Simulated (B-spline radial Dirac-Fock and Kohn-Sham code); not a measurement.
# Subshell cross sections of Cu⁶⁺, photon energy 10000 eV

System: copper as Cu⁶⁺, [Ar] 3d5.

The computed values come from a B-spline atomic structure program: the independent-particle Dirac-Slater model, thresholds from Dirac-Fock. The asymmetry parameter β is from the dipole term alone. Kinetic energies are from the vacuum level. Open shells are spread statistically over j, without multiplet splitting.

| subshell | electrons | binding (eV) | kinetic (eV) | σ (kb) | β |
| --- | --- | --- | --- | --- | --- |
| 1s | 2 | 9128.2 | 871.8 | 20.1 | 2.00 |
| 2s | 2 | 1252.0 | 8748.0 | 1.47 | 2.00 |
| 2p1/2 | 2 | 1104.2 | 8895.8 | 0.366 | 0.86 |
| 2p3/2 | 4 | 1084.2 | 8915.8 | 0.668 | 0.85 |
| 3s | 2 | 260.8 | 9739.2 | 0.233 | 2.00 |
| 3p1/2 | 2 | 211.5 | 9788.5 | 0.0544 | 0.81 |
| 3p3/2 | 4 | 208.5 | 9791.5 | 0.0994 | 0.79 |
| 3d3/2 | 2 | 134.6 | 9865.4 | 0.00134 | 0.33 |
| 3d5/2 | 3 | 134.2 | 9865.8 | 0.00191 | 0.34 |

Branching ratios of the spin-orbit partners (statistical value in brackets): 2p 1.82 (2.00), 3p 1.83 (2.00), 3d 1.43 (1.50).
